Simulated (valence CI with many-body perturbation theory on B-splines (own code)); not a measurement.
Questions on Rb²³⁺

Method: relativistic CI+MBPT: four valence electrons over a frozen Dirac-Fock core [Ne], a basis of 9 s, 9 p, 8 d, 6 f, 3 g, 1 h functions for each j, with the one-electron correlation potential Σ1 (screened to all orders), the two-electron term Σ2, the three-electron term Σ3, Breit, model QED; selected single and double excitations, second order for the rest, scaled by the run's own slope (own B-spline code, finite nucleus).

No measured spectrum was set against this ion. As an estimate, levels of excited configurations hold to 0.05 to 0.15 % of their energy, terms of the ground configuration to about 0.5 %.

Names give the largest LS component (configuration and term), which can be under half, so a name can repeat, a term be missing and a line seem to break the LS rules; names also repeat where a configuration has a term twice.

Rates and lifetimes use the calculated energies. Strong lines usually hold to 10 to 20 %, long lifetimes can be off by a factor of two.

(1) What is the ground level?

(2) What is the ionisation energy?

(3) How well does LS coupling describe the low levels?

(4) Among levels below 1308300 cm⁻¹, which E1 lines absorb most strongly from the ground level?

(5) Where does the other parity begin?

(6) Name the longest-lived excited levels whose lifetime is computed, and their main decay.

(7) What are the static dipole polarisabilities of the lowest levels?

Answers

(1) 3s2 3p2 3P_0, composition 83 % 3s2 3p2 3P + 15 % 3s2 3p2 1S.

(2) 1079.3 eV; NIST lists 1080 ± 3 eV (semi-empirical).

(3) Among the lowest 20 levels the leading LS term, summed over configurations, holds 72 % on average. For single configurations the figures are 66 % in LS and 72 % in jj coupling. Terms mix most in the J = 2 level at 793780 cm⁻¹, where the leading one holds 37 %.

(4) to 3s2 3p 3d 3D°_1 at 10.82 nm, f = 0.580; to 3s 3p3 3S°_1 at 11.99 nm, f = 0.134; to 3s 3p3 3D°_1 at 16.38 nm, f = 0.105.

(5) At 3s 3p3 5S°_2, 501750 cm⁻¹.

(6) 3s2 3p2 3P_2 at 107710 cm⁻¹ lives 5.76 ms, mostly by M1 to 3s2 3p2 3P_1; 3s2 3p2 3P_1 at 79974 cm⁻¹ lives 128 μs, mostly by M1 to 3s2 3p2 3P_0; 3s2 3p2 1D_2 at 210990 cm⁻¹ lives 41.8 μs, mostly by M1 to 3s2 3p2 3P_1. The lifetime of 3s2 3p 3d 3F°_4 is too uncertain to give, and may be longer.

(7) 3s2 3p2 3P_0 0.0668; 3s2 3p2 3P_1 0.0694 (tensor 0.0031); 3s2 3p2 3P_2 0.0692 (tensor 0.0018); 3s2 3p2 1D_2 0.0710 (tensor 0.0048) bohr³, of which the core gives 0.00106.
